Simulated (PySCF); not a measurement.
# Excitation energy of Ru²⁺ by level of theory

Ru²⁺ [Kr] 4d6 (5D) → Ru²⁺ [Kr] 4d5 5s1 (7S), as a difference of total energies. Computed with PySCF 2.14 in def2-QZVPPD with the def2 core potential (28 electrons), with a scalar-relativistic core potential. Correlated levels: valence: 4s2 4p6 frozen. The calculations carry no spin-orbit coupling.

```tsv
method	excitation energy (eV)
UHF	2.483
MP2 (valence)	3.160
SCS-MP2 (valence)	3.829
CCSD (valence)	3.133
CCSD(T) (valence)	3.161
```

Q: How much does correlation contribute at CCSD(T) (valence)?

A: 3.161 − (2.483) = 0.678 eV, measured against UHF.
